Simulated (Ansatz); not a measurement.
```yaml
crystal:
  periodic: [false, false, false]
  atoms:
    - {symbol: F, position_ang: [-1.409064, 0.342590, 1.115176]}
    - {symbol: Ga, position_ang: [-0.477375, -0.679519, -0.056134]}
    - {symbol: S, position_ang: [1.437703, 0.445732, -0.591615]}
    - {symbol: H, position_ang: [-0.865919, -1.621076, -0.899982]}
    - {symbol: H, position_ang: [1.134763, 1.226508, 0.582523]}
basis:
  gaussian: {orbitals: aug-cc-pVTZ}
hamiltonian: {xc: {name: PBE0-DH}}
relax: {f_tol: 0.0001, max_steps: 1}
```

```sh
$ ansatz run in.yaml --threads 2 --pin off --events-out ev --progress --plain --max-ram 32768MiB --backend cpu
```

Output, abridged:

```
Functional definition: PBE0-DH
1359 factors; integrals over basis functions are off by at most 2.1e-4 eV
mean field evaluation 1: about -65944.4212 eV, gradient 4.0e1 eV
mean field evaluation 2: about -65944.4685 eV, gradient 4.0e1 eV
mean field evaluation 4: about -65947.0753 eV, gradient 3.6e0 eV
mean field evaluation 8: about -65947.1108 eV, gradient 2.9e-1 eV
mean field evaluation 16: about -65947.1110 eV, gradient 9.5e-5 eV
mean field -65947.11103559 eV, -2423.5116300006 hartree, gradient 8.6e-6 eV, S^2 0.000000; 0 other end points of the search recorded, 0 dependent functions left out
15 core orbitals not correlated: weight in the atoms' cores, before any rotation towards them, 1.000 or more for the frozen orbitals, at most 0.000 for the correlated occupied ones
reference -65947.11106213 eV, -2423.5116309758 hartree; 14, 14 occupied and 172, 172 virtual orbitals, 1359 factors
second order -20.75435864 eV of doubles, -0.00000000 eV of singles
relax step   1: F+E_penalty+E_count = -65949.70533042 eV  Δ(F+E_penalty+E_count) = +0.000e0 eV  max|allowed force component| = 5.901e0 eV/Å  Δτ_max = 0.0000 Å  (41 SCF iters, accepted)
Error: geometry relaxation did not converge after 1 steps: max|allowed force component| = 5.90e0 eV/Å (threshold 1.0e-4). Raise `relax.max_steps` over both its present limit and 1, loosen `relax.f_tol`, or start from a geometry closer to equilibrium. Where this run's directory can be resumed (`checkpoint.write`), a resume goes on for up to `relax.max_steps` more
```

In this input the relaxation is allowed too few steps for its threshold. The run did not converge.
